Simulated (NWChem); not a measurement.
CaF$_{2}$ anion, doublet; SMILES of the neutral closed-shell parent [F][Ca][F]

```xyz
3

Ca    -0.3462     0.3798     0.0000
F      0.3275    -0.3593     1.7988
F      0.3275    -0.3593    -1.7988
```
Atoms are numbered in this order, from 1.

Level: B3LYP/def2-SVPD, spin-unrestricted (NWChem), optimised geometry, unscaled harmonic frequencies. This spin state was assumed; another may lie lower. The highest occupied level is positive, so the extra electron may be held by the finite basis. B3LYP is NWChem's, with the RPA form of VWN correlation.

| frequency (cm⁻¹) | IR intensity (km/mol) |
|---|---|
| 119 | 8.6 |
| 475 | 75.7 |
| 513 | 67.0 |

```json
{
 "zero_point_energy": "1.6 kcal/mol",
 "thermal correction to the enthalpy at 298.15 K (with zero-point energy)": "4.7 kcal/mol",
 "heat capacity Cv": "10.4 cal/(mol K)",
 "entropy at 298.15 K and 1 atm (symmetry number 2, electronic part: spin degeneracy alone)": "67.7 cal/(mol K)"
}
```

Rigid rotor and harmonic oscillator.
